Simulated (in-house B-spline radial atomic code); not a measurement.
The numbers below are computed, except where a source is named.
K in electron gases of falling density

A nucleus sits in a uniform electron gas with a rigid positive background. The Kohn-Sham equations are solved self-consistently in the spin-unpolarised LDA (PW92), non-relativistic, on B-splines with outgoing waves at the boundary and partial waves to l = 8. The model has no lattice, no bands and no magnetic solution. Atomic units; δ_l are the phase shifts at the Fermi level, counted so that each bound state adds π, and good to about 0.0005.

```
r_s (bohr)     k_F   δ0/π   δ1/π   δ2/π  shallowest bound level (hartree)  σ_tr (bohr²)  Q (a.u.)
       1.5  1.2794  2.410  1.652  0.361                         p -0.0645         30.51     2.762
      1.65  1.1631  2.472  1.704  0.334                          p -0.124         38.93     2.406
       1.8  1.0662  2.528  1.750  0.308                           p -0.18         46.60     2.034
         2  0.9596  2.595  1.803  0.274                          p -0.245         54.04     1.547
      2.07  0.9271  2.617  1.820  0.263                          p -0.266         55.67     1.389
       2.2  0.8723  2.655  1.849  0.244                          p -0.301         57.26     1.120
       2.4  0.7996  2.710  1.889  0.215                          p -0.347         56.22     0.776
      2.67  0.7188  2.777  1.935  0.180                          p -0.397         49.41     0.445
         3  0.6397  2.850  1.981  0.142                          p -0.442         36.55     0.207
       3.3  0.5816  2.907  2.015  0.113                          p -0.472         24.62     0.095
       3.6  0.5331  2.958  2.041  0.088                          p -0.493         15.18     0.041
         4  0.4798  3.016  2.066  0.062                          p -0.514          7.95     0.014
```

Q = n k_F σ_tr, with n = 3/(4π r_s³).

Question: How does the screening charge move between partial waves as the gas thins?

Answer: By (2/π)(2l + 1) δ_l, at r_s = 1.5 it is s 4.82, p 9.91, d 3.61, f and beyond 0.65, and at r_s = 4 s 6.03, p 12.40, d 0.62, f and beyond -0.05. The free atom is [Ar] 4s1.

Question: What end-to-end powers of r_s do the first and last rows give for σ_tr and Q?

Answer: σ_tr goes as r_s^-1.37 and Q as r_s^-5.37. Since n k_F/k_F² goes as r_s⁻², Q = 4π n Σ/k_F would fall as r_s⁻² at fixed phase shifts; the sum Σ (l + 1) sin²(δ_l − δ_(l+1)) is 3.975 in the first row and 0.146 in the last, and ranges from 0.15 to 4.22 between them, so these powers are no law.
